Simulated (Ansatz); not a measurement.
`CC[C@@H](C)[C@H](C)CC` + `CO[Si](N)(F)F` → `CN[Si](F)(F)OC` + `CCCC(C)CC`  (substitution at a C–C bond)

Isolated molecules relaxed with PBE0-D4/def2-TZVP in Ansatz; ΔE leaves out vibrations. CCSD(T)/CBS adds triple-zeta CCSD(T) − MP2 to the extrapolated MP2 energy (def2 sets, frozen cores). DFT in def2-TZVPP. Each species was taken in one conformer, which may not be the lowest.

Problem. Is it downhill or uphill in electronic energy at CCSD(T)/CBS, and by how much? (Estimate.)

Solution. Ansatz gave: Uphill: ΔE = +40.7 kJ/mol.

Problem. What do these levels give: PBE0-D4, ωB97M-V, r2SCAN, CCSD(T)/def2-TZVPP, HF/def2-QZVPP, MP2/CBS(def2)? (An estimate is asked.)

Solution. The calculation gave: PBE0-D4 34.9, ωB97M-V 38.7, r2SCAN 35.0, CCSD(T)/def2-TZVPP 40.1, HF/def2-QZVPP 19.4, MP2/CBS(def2) 46.0 kJ/mol.

Largest T1 diagnostic among the species: 0.011.

The D4 term adds +8.9 kJ/mol with B3LYP and +5.3 kJ/mol with PBE0; it sums over pairs of atoms, weighted by their polarisabilities, and B3LYP, whose exchange is more repulsive, gets the larger term. In def2-TZVPP, CCSD(T) changes the Hartree–Fock value by +20.6 kJ/mol (the triples alone add +2.7 kJ/mol) and MP2 by +25.9 kJ/mol.

B3LYP here is the variant with VWN-RPA as its local correlation; programs differ in this.
